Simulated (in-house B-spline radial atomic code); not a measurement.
## Ionising C⁴⁺ with different functionals

Computed with an all-electron radial atomic-structure program (B-spline basis): scalar-relativistic (spin-free X2C) Hamiltonian, Fermi nucleus of rms radius 2.4702 fm, spin-polarised at highest spin, spherical fractional occupations for the functionals, and exact exchange of hybrids averaged over the configuration. The ionisation energy is the difference of two self-consistent energies, 1s2 → 1s1, without Breit or QED terms; ε is the level of the shell that loses the electron (its least bound occupied spin orbital).

```
   method                    rung  ΔSCF (eV)  -ε(1s) (eV)
     PBE0           global hybrid     391.51       366.58
    B3LYP           global hybrid     392.19       365.33
    TPSSh           global hybrid     392.33       363.62
BHandHLYP           global hybrid     392.21       375.95
  r2SCAN0           global hybrid     392.18       369.37
    B97-1           global hybrid     392.34       365.57
    HSE06  range-separated hybrid     391.57       366.20
    wB97X  range-separated hybrid     393.15       367.60
CAM-B3LYP  range-separated hybrid     391.92       367.21
  LC-wPBE  range-separated hybrid     391.46       363.83
```

**Question.** Among the functionals, which spreads more, the ΔSCF values or the orbital energies?

**Answer.** The orbital energies: ΔSCF values span about 1.68 eV and the orbital energies 12.34 eV; here energy differences depend much less on the functional than eigenvalues do.

**Question.** How do they compare with the NIST value?

**Answer.** NIST lists 392.091 eV (tabulated theory, ground level to ground level). Errors run from -0.63 to +1.06 eV; r2SCAN0 is closest (+0.09 eV), but part of that can be cancellation, since the calculations leave out Breit-QED terms.
